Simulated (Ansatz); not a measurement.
Reaction (formal exchange of groups at the Si–S bond): `CS[SiH](O)F` + `CN[SiH](C)O` → `C[Si@H](O)N[Si@@H](O)F` + `CSC`

Gas-phase electronic energies from Ansatz, PBE0-D4/def2-TZVP geometries. CBS: MP2 limit from def2 TZ/QZ plus the TZ coupled-cluster correction, frozen cores. DFT in def2-TZVPP. Each species was taken in one conformer, which may not be the lowest.

**Question.** Is it downhill or uphill in electronic energy at CCSD(T)/CBS, and by how much? (An estimate is asked.)

**Answer.** The calculation gave: Downhill: ΔE = -14.9 kcal/mol.

**Question.** What do these levels give: PBE0-D4, ωB97M-V, HF/def2-TZVPP, SCS-MP2/def2-TZVPP, CCSD(T)/def2-TZVPP, MP2/def2-QZVPP? (Best estimate.)

**Answer.** Computed: PBE0-D4 -13.1, ωB97M-V -14.9, HF/def2-TZVPP -15.4, SCS-MP2/def2-TZVPP -15.3, CCSD(T)/def2-TZVPP -15.1, MP2/def2-QZVPP -15.4 kcal/mol.

Largest T1 diagnostic among the species: 0.011.

From PBE to PBE0 (25 % exact exchange), in def2-TZVPP and without D4, ΔE moves by −1.1 kcal/mol.
